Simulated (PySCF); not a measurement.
CH3F2IOSi, SMILES CO[Si](F)(F)I.

Coordinates come from a B3LYP-D3(BJ)/def2-SVP optimisation. The structure was generated by enumeration, and PubChem lists no compound with its InChIKey, so it may never have been made. The def2 effective core potentials stand for the cores of I; spin–orbit coupling is left out. The values are those of a single conformer.

Vertical ionisation energy (IE) and electron affinity (EA) in eV. Rows of orbital energies are one-electron estimates. Where ΔSCF, EOM or ADC give a negative EA the extra electron is unbound and the value depends on the basis.

```json
[
 {"level": "−ε(HOMO), −ε(LUMO), PBE0/def2-TZVP (PySCF)", "IE": "8.23", "EA": "0.60"},
 {"level": "−ε(HOMO), −ε(LUMO), PBE/def2-TZVP (PySCF)", "IE": "7.01", "EA": "1.52"}
]
```
